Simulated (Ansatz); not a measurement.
```yaml
crystal:
  periodic: [false, false, false]
  atoms:
    - {symbol: N, position_ang: [-0.676155, 1.476345, -0.563477]}
    - {symbol: Hf, position_ang: [-0.118510, -0.048651, 0.875102]}
    - {symbol: N, position_ang: [1.078198, -1.210582, -0.583016]}
    - {symbol: Cl, position_ang: [-2.129678, -1.338287, 1.580502]}
    - {symbol: Cl, position_ang: [1.312925, 0.773434, 2.174432]}
    - {symbol: H, position_ang: [-1.292754, 2.276908, 0.110753]}
    - {symbol: H, position_ang: [-0.467600, 1.471688, -1.374061]}
    - {symbol: H, position_ang: [1.746536, -1.319999, -0.429785]}
    - {symbol: H, position_ang: [0.861787, -2.036725, -1.030527]}
basis:
  gaussian: {orbitals: x2c-TZVPPall, fitting: {mean_field: def2-universal-jkfit}}
hamiltonian: {xc: {name: HF}}
correlation: {method: mp2, frozen_orbitals: {N: 9}}
accuracy: high
```

```sh
$ ansatz run in.yaml --threads 4 --pin off --events-out ev --progress --plain --max-ram 10444MiB
```

Shortened log:

```
Functional definition: HF
Error: "frozen_orbitals" has no count for Hf
```

Problem. What is wrong with this run?

Solution. Frozen orbitals are typed for one element alone, and the program wants a count for each. The program refused the input.
